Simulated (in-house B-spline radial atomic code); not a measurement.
Atomic self-consistent-field run: the selenium ion Se²⁺. Level of theory: non-relativistic PBE, spin-polarised, spherical fractional occupations, point nucleus, inside a hard spherical wall at 4.74 bohr; calculated with a B-spline radial code for spherical atoms.

Command:
```bash
python run_scf.py task.json out
```
Settings:
```
Z                34
configuration    [Ne] 3s2 3p5 3d10 4s2 4p2 4d1
hamiltonian      nr
method           pbe,pbe
spin_polarised   True
wall_radius      4.74
```

Output (hartree, bohr):
```
 radial grid: 43 intervals, B-splines of order 8, outer radius 4.74 bohr

 iter        energy (Eh)    residual
    1       -2391.655492    4.31e-01
    2       -2392.377341    2.77e-01
    3       -2393.783915    1.96e-02
    4       -2393.788478    7.15e-03
    5       -2393.788993    8.69e-04
    6       -2393.789015    1.38e-04
    7       -2393.789015    3.72e-05
    8       -2393.789015    1.01e-05
    9       -2393.789015    1.32e-07

 total energy                     -2393.78901
 kinetic                            2392.7656
 electron-nucleus                  -5684.7396
 Hartree                             983.4485
 exchange-correlation                -85.2635

 orbital      occ     eigenvalue          <r>       <r^2>       <1/r>       r_max
 1s up      1.000      -453.7697    0.0449906  0.00271081     33.5006     0.02971
 1s down    1.000      -453.7360    0.0449883  0.00271053     33.5021     0.02971
 2s up      1.000       -58.9445     0.199932   0.0470607     7.40752      0.1681
 2s down    1.000       -58.9205     0.199905   0.0470425     7.40739      0.1681
 2p up      3.000       -53.1121     0.172679   0.0364435     7.38543      0.1332
 2p down    3.000       -53.0751     0.172688   0.0364427     7.38437      0.1333
 3s up      1.000        -9.0098     0.579538    0.385906     2.44971      0.5097
 3s down    1.000        -8.9327     0.580165    0.386713      2.4461      0.5101
 3p up      3.000        -6.9912     0.586268    0.402017     2.33962      0.5016
 3p down    2.000        -6.9137     0.586988    0.402946     2.33636      0.5021
 3d up      5.000        -3.4062     0.604808    0.451212     2.08972      0.4468
 3d down    5.000        -3.3357     0.604556    0.450376        2.09      0.4467
 4s up      1.000        -1.5628      1.63264      3.0095    0.809445       1.445
 4s down    1.000        -1.4485      1.62731     2.99926     0.81685        1.43
 4p up      2.000        -1.1035      1.83445     3.80377    0.709365        1.61
 4d up      1.000        -0.4445      2.32422     6.00656    0.540098       2.147
```

Run time, properties included: 0.05 s on 1 thread of Arm Neoverse V2, with other jobs on the host.
